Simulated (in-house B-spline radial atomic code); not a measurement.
Results of a calculation; reference values are marked as such.
## Making a Troullier-Martins s channel for Zr, r_c = 2.41 bohr

Zr, [Kr] 4d2 5s2, non-relativistic PBE, spherical and spin-unpolarised, from a B-spline radial code for spherical atoms (atomic units). The all-electron 5s level is ε = -0.157082 hartree, its outermost node lies just inside 1.51 bohr and its outer maximum at 3.21 bohr.

Inside r_c the pseudo-orbital is u(r) = r^1 exp(p(r)), with p = c0 + c2 r² + c4 r⁴ + … + c12 r¹². The seven coefficients follow from p and its first four derivatives at r_c, from zero curvature of the screened potential at the origin, c4 = −c2²/(2l + 5), and from the norm inside r_c. At r_c the all-electron orbital has P = 0.4727274, P' = 0.2874122, the screened potential V = -0.6654798, V' = 0.6562377, V'' = -1.068697, and the norm inside is Q = 0.123605.

What are p, p' and p'' at r_c?

p = ln(P/r_c^1) = ln(0.4727274/2.41) = -1.62886. p' = P'/P − 1/r_c = 0.60799 − 0.41494 = 0.19305. The radial equation gives p'' = 2(V − ε) − 2(1) p'/r_c − p'² = -1.01680 − (0.16021) − 0.03727 = -1.21427. Differentiating, p''' = 2V' + 2(1)p'/r_c² − 2(1)p''/r_c − 2p'p'' = 2.8555, and p'''' = 2V'' − 4(1)p'/r_c³ + 4(1)p''/r_c² − 2(1)p'''/r_c − 2p''² − 2p'p''' = -9.4499.

For a trial c2 the five matching conditions are linear in c0, c6, c8, c10 and c12, and c2 is varied until the norm inside r_c equals Q. The root nearest zero gives:

```json
{"n": "0", "c_n": "-1.37818"}
{"n": "2", "c_n": "-0.5326043"}
{"n": "4", "c_n": "-0.05673347"}
{"n": "6", "c_n": "0.1336605"}
{"n": "8", "c_n": "-0.03691646"}
{"n": "10", "c_n": "0.004061099"}
{"n": "12", "c_n": "-0.0001631513"}
```

Check c4 and p(r_c), and find the screened pseudopotential at the origin.

−c2²/5 = -0.0567335, as listed. The terms c_n r_c^n are -1.37818, -3.09342, -1.91385, 26.18818, -42.01036, 26.84195, -6.26318, which sum to -1.62886. Inverting the radial equation, V_l(r) = ε + 1 p'/r + (p'' + p'²)/2, so V_l(0) = ε + (2l + 3) c2 = -0.157082 + 3 × (-0.532604) = -1.7549 hartree, finite where the all-electron potential diverges.

Orbitals and screened potentials:

| r (bohr) | P | u | V all-electron | V pseudo |
| --- | --- | --- | --- | --- |
| 0.241 | 0.07995 | 0.05888 | -74.87 | -1.745 |
| 0.602 | -0.06203 | 0.1249 | -14.34 | -1.449 |
| 0.964 | -0.2679 | 0.1531 | -5.549 | -0.4758 |
| 1.326 | -0.119 | 0.1702 | -2.808 | 0.6705 |
| 1.687 | 0.1275 | 0.2232 | -1.592 | 1.115 |
| 2.048 | 0.3349 | 0.3421 | -0.9889 | 0.0137 |
| 2.41 | 0.4727 | 0.4727 | -0.6655 | -0.6655 |

Logarithmic derivatives P'/P at R = 2.71 bohr, for energies E around ε:

```tsv
E − ε (hartree)	all-electron	pseudo
-0.5	0.879088	0.838304
-0.25	0.609619	0.595498
-0.1	0.427171	0.424249
0	0.293851	0.293852
0.1	0.148906	0.144371
0.25	-0.0960402	-0.139872
0.5	-0.611047	-1.18619
```

With P(R) = 0.5388346 and a norm of 0.201441 inside R, what slope in energy does norm conservation fix?

d(P'/P)/dE = −2 × (norm inside R)/P(R)² = -1.3876 per hartree·bohr at E = ε, for both atoms, since orbital and norm agree at R. Differences over ±0.1 hartree give -1.3913 (all-electron) and -1.3994 (pseudo), which also hold third-order terms. Half a hartree below ε the two curves differ by -0.0408.
